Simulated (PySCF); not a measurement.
Bonds: B1-F2 1.362 Å, B1-F3 1.362 Å, B1-N4 1.597 Å, B1-N8 1.597 Å, N4-B5 1.598 Å, B5-F6 1.362 Å, B5-F7 1.362 Å, B5-N8 1.598 Å. N4 carries H9, H10; N8 carries H11, H12.

[PySCF: NMR shieldings at B3LYP/pcSseg-1/GIAO; geometry from PBE0-D3(BJ)/def2-SVP; one averaged value for each set of equivalent atoms; non-relativistic; no solvent model; one conformer]

δ = σ(ref) − σ, references computed at the same level: TMS for ¹H (σref 31.38); ¹¹B (σref 97.83) against BF3·OEt2; CFCl3 for ¹⁹F (σref 171.94); ¹⁵N (σref 263.54) vs NH3.

```tsv
atoms	nucleus	count	δ (ppm)
F2/F3/F6/F7	¹⁹F	4	-157.7
H9/H10/H11/H12	¹H	4	?
B1/B5	¹¹B	2	-3.7
N4/N8	¹⁵N	2	?
```

Problem. Complete the table.

Solution. 
- H9/H10/H11/H12: 1.83 ppm, hydrogen on a nitrogen bonded to 2 B
- N4/N8: 68.8 ppm, nitrogen bonded to 2 B, 2 H

The OH or NH signal is concentration- and solvent-dependent in practice; the value given is the gas-phase one. Unscaled 19F shifts against computed CFCl3 carry errors that often reach 10 to 50 ppm. Experimental scales use liquid or dissolved standards, which lie at an offset from isolated NH3 (liquid NH3: subtract about 20 ppm).
